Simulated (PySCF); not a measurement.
PySCF 2.14 output of an unrestricted r2SCAN calculation on a single atom or ion in cc-pVDZ-PP with ECP10MDF, with scalar relativity through the core potential:

```
SCF conv_tol = 1e-09
number electrons alpha = 12  beta = 10
    J. W. Furness, A. D. Kaplan, J. Ning, J. P. Perdew, and J. Sun.,  J. Phys. Chem. Lett. 11, 8208-8215 (2020)
    J. W. Furness, A. D. Kaplan, J. Ning, J. P. Perdew, and J. Sun.,  J. Phys. Chem. Lett. 11, 9248-9248 (2020)
    J. W. Furness, A. D. Kaplan, J. Ning, J. P. Perdew, and J. Sun.,  J. Phys. Chem. Lett. 11, 8208-8215 (2020)
    J. W. Furness, A. D. Kaplan, J. Ning, J. P. Perdew, and J. Sun.,  J. Phys. Chem. Lett. 11, 9248-9248 (2020)
cycle= 1 E= -331.919052566201  delta_E= -0.00768  |g|= 0.0369  |ddm|= 0.28
cycle= 2 E= -331.919385132443  delta_E= -0.000333  |g|= 0.016  |ddm|= 0.0683
cycle= 3 E= -331.919465031756  delta_E= -7.99e-05  |g|= 0.000787  |ddm|= 0.0296
cycle= 4 E= -331.919465482592  delta_E= -4.51e-07  |g|= 9.56e-05  |ddm|= 0.00241
cycle= 5 E= -331.919465487161  delta_E= -4.57e-09  |g|= 2.07e-07  |ddm|= 0.000291
cycle= 6 E= -331.919465487161  delta_E= 1.71e-13  |g|= 2.8e-08  |ddm|= 1.21e-06
converged SCF energy = -331.919465487161  <S^2> = 2.0037015  2S+1 = 3.0024667
```

The run itself started from symmetry-adapted Hartree-Fock orbitals and held the occupation by maximum overlap, on a logarithmic radial grid, so the iterations belong to that start.

Task: Which element, charge and spin multiplicity is this?

Result: As+ (arsenic, charge +1), multiplicity 3; the state was [Ar] 3d10 4s2 4p2, high-spin 3P determinant.

Energies and moments cover only the electrons outside the core potential.
